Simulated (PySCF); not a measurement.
C₄H₁₁NSi, SMILES N(=C(\[SiH3])C)/CC.

Coordinates come from a r2SCAN-D4/def2-SVP optimisation. The structure was generated by enumeration; whether it is a known compound was not checked. The values are those of a single conformer.

All values below come from PBE/def2-TZVP run with PySCF.

- total energy: -502.90332 hartree
- highest occupied level: -5.48 eV
- lowest empty level: -1.72 eV
- orbital gap: 3.75 eV
- dipole moment: 2.03 D
- quadrupole, principal values (traceless, Buckingham form, about the centre of nuclear charge): -0.74, 0.03, 0.71 D·Å
- mean static polarisability: 90.3 bohr³ (13.38 Å³)
- polarisability, principal values: 69.5, 86.2, 115.2 bohr³
